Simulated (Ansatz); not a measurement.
Ansatz (a program for electronic structure) input (PBE/def2-SVP):

Ansatz 0.2 input:
```yaml
crystal:
  periodic: [false, false, false]
  atoms:
    - {symbol: C, position_ang: [-1.69173600, 0.42004200, 0.04355000]}
    - {symbol: C, position_ang: [-0.57242000, -0.54087600, -0.37643400]}
    - {symbol: Si, position_ang: [1.14325100, 0.02544300, 0.14771300]}
    - {symbol: H, position_ang: [-2.67078800, 0.05853400, -0.27751200]}
    - {symbol: H, position_ang: [-1.72509800, 0.54115200, 1.12840300]}
    - {symbol: H, position_ang: [-1.54811800, 1.41150100, -0.39127100]}
    - {symbol: H, position_ang: [-0.74895700, -1.53474700, 0.04598500]}
    - {symbol: H, position_ang: [-0.57322500, -0.67053300, -1.46297600]}
    - {symbol: H, position_ang: [1.45450000, 1.34800400, -0.45049800]}
    - {symbol: H, position_ang: [1.21284200, 0.15957700, 1.62455600]}
    - {symbol: H, position_ang: [2.17827000, -0.94469300, -0.28736700]}
basis:
  gaussian:
    orbitals: def2-SVP
hamiltonian:
  xc: {name: PBE}
output: {forces: true}
```

Output:

```
Functional definition: PBE
integrals: 0.03 GiB planned
976 factors; their error is unknown
mean field: 0.20 GiB planned
mean field evaluation 1: about -10061.6752 eV, gradient 5.8e1 eV
mean field evaluation 2: about -10046.9466 eV, gradient 9.1e1 eV
mean field evaluation 4: about -10070.4567 eV, gradient 3.0e0 eV
mean field evaluation 8: about -10070.4831 eV, gradient 3.8e-2 eV
mean field evaluation 16: about -10070.4256 eV, gradient 5.3e-5 eV
mean field -10070.42556938 eV, -370.0813136950 hartree, gradient 5.3e-5 eV, S^2 0.000000; 0 other end points of the search recorded, 0 dependent functions left out
the calculation of the forces begins
reference -10070.42560362 eV, -370.0813149535 hartree; 17, 17 occupied and 69, 69 virtual orbitals, 976 factors
Total energy: -10070.42560362 eV, -370.0813149535 hartree
Atom 0 at    -1.691736     0.420042     0.043550 Å, force     0.403419    -0.344419    -0.150274 eV/Å
Atom 1 at    -0.572420    -0.540876    -0.376434 Å, force    -0.170567     0.449903     0.237805 eV/Å
Atom 2 at     1.143251     0.025443     0.147713 Å, force    -0.091737    -0.071318    -0.051529 eV/Å
Atom 3 at    -2.670788     0.058534    -0.277512 Å, force    -0.540953    -0.179762    -0.165952 eV/Å
Atom 4 at    -1.725098     0.541152     1.128403 Å, force    -0.044941     0.083194     0.585315 eV/Å
Atom 5 at    -1.548118     1.411501    -0.391271 Å, force     0.049315     0.546727    -0.224037 eV/Å
Atom 6 at    -0.748957    -1.534747     0.045985 Å, force    -0.061276    -0.541212     0.212621 eV/Å
Atom 7 at    -0.573225    -0.670533    -1.462976 Å, force     0.030691    -0.088933    -0.577080 eV/Å
Atom 8 at     1.454500     1.348004    -0.450498 Å, force     0.097736     0.367624    -0.161160 eV/Å
Atom 9 at     1.212842     0.159577     1.624556 Å, force     0.031226     0.040541     0.409943 eV/Å
Atom 10 at     2.178270    -0.944693    -0.287367 Å, force     0.297089    -0.262344    -0.115652 eV/Å
Dipole moment:    -0.167110    -0.054070    -0.050428 e Å
```

The geometry given is a B3LYP-D3(BJ)/def2-TZVP minimum.
